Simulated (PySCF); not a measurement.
Species: 3,4-dimethylbenzenethiol, C₈H₁₀S.
SMILES with atom numbers: `[CH3:1][c:2]1[cH:3][cH:4][c:5]([SH:6])[cH:7][c:8]1[CH3:9]` (hydrogens: H10, H11, H12 on C1; H13 on C3; H14 on C4; H15 on S6; H16 on C7; H17, H18, H19 on C9)

The same species was optimised twice, with GFN2-xTB and with PBE0-D3(BJ)/def2-SVP (PySCF), and the same property calculations (PySCF, gas phase) were run on both structures.

```
  coordinate  GFN2-xTB  PBE0-D3(BJ)/def2-SVP  change
   C5–C7 (Å)     1.388                 1.400  +0.012
   C2–C8 (Å)     1.399                 1.410  +0.011
   C4–C5 (Å)     1.385                 1.396  +0.011
   C7–C8 (Å)     1.385                 1.395  +0.010
   C3–C4 (Å)     1.383                 1.392  +0.009
   C2–C3 (Å)     1.387                 1.396  +0.009
   C5–S6 (Å)     1.771                 1.767  -0.004
   C8–C9 (Å)     1.497                 1.500  +0.003
   C1–C2 (Å)     1.498                 1.500  +0.002
C4–C5–S6 (°)     121.8                 123.4    +1.6
C4–C5–C7 (°)     119.9                 118.9    -1.0
C5–C7–C8 (°)     121.0                 121.6    +0.6
C3–C2–C8 (°)     119.0                 118.4    -0.6
C3–C4–C5 (°)     119.1                 119.7    +0.6
S6–C5–C7 (°)     118.2                 117.7    -0.5
C1–C2–C3 (°)     120.4                 120.8    +0.4
C2–C3–C4 (°)     121.7                 122.0    +0.3
```

Rotational constants: A = 2967, B = 881.8, C = 685.5 MHz (GFN2-xTB) against A = 2934, B = 871.3, C = 677.5 MHz (PBE0-D3(BJ)/def2-SVP).

On the GFN2-xTB structure: HOMO (eV) -6.11 [PBE0/pcSseg-1]; LUMO (eV) -0.15 [PBE0/pcSseg-1]; dipole (D) 1.61 [PBE0/pcSseg-1]; GIAO shielding of C1 (ppm) 164.6 [PBE0/pcSseg-1]; GIAO shielding of C2 (ppm) 50.0 [PBE0/pcSseg-1]; GIAO shielding of C3 (ppm) 51.3 [PBE0/pcSseg-1]; GIAO shielding of C4 (ppm) 57.3 [PBE0/pcSseg-1]; GIAO shielding of C5 (ppm) 47.0 [PBE0/pcSseg-1]; GIAO shielding of S6 (ppm) 508.8 [PBE0/pcSseg-1]; GIAO shielding of C7 (ppm) 56.5 [PBE0/pcSseg-1]; GIAO shielding of C8 (ppm) 44.2 [PBE0/pcSseg-1].

Q: What do these properties become on the PBE0-D3(BJ)/def2-SVP structure?

A: 
```
                                    property          level  on GFN2-xTB  on PBE0-D3(BJ)/def2-SVP  change
                                   HOMO (eV)  PBE0/pcSseg-1        -6.11                    -6.11    0.00
                                   LUMO (eV)  PBE0/pcSseg-1        -0.15                    -0.20   -0.05
                                  dipole (D)  PBE0/pcSseg-1         1.61                     1.54   -0.07
energy, GFN2-xTB geometry as zero (kcal/mol)  PBE0/pcSseg-1          0.0                     -0.5    -0.5
                  GIAO shielding of C1 (ppm)  PBE0/pcSseg-1        164.6                    163.0    -1.6
                  GIAO shielding of C2 (ppm)  PBE0/pcSseg-1         50.0                     47.8    -2.2
                  GIAO shielding of C3 (ppm)  PBE0/pcSseg-1         51.3                     49.1    -2.2
                  GIAO shielding of C4 (ppm)  PBE0/pcSseg-1         57.3                     55.5    -1.8
                  GIAO shielding of C5 (ppm)  PBE0/pcSseg-1         47.0                     45.1    -1.9
                  GIAO shielding of S6 (ppm)  PBE0/pcSseg-1        508.8                    504.1    -4.7
                  GIAO shielding of C7 (ppm)  PBE0/pcSseg-1         56.5                     53.5    -3.0
                  GIAO shielding of C8 (ppm)  PBE0/pcSseg-1         44.2                     41.9    -2.3
```

The heavy atoms differ by 0.016 Å rms after alignment. Among bonds between heavy atoms C2–C8, C4–C5 and C5–C7 change most and about equally (+0.011 to +0.012 Å). Changes are differences of the printed values. Neither structure is proved a minimum here.

Shape of the structure used: `[CH3:1][c:2]1[cH:3][cH:4][c:5]([SH:6])[cH:7][c:8]1[CH3:9]`: H–S6–C5–C4 0°.
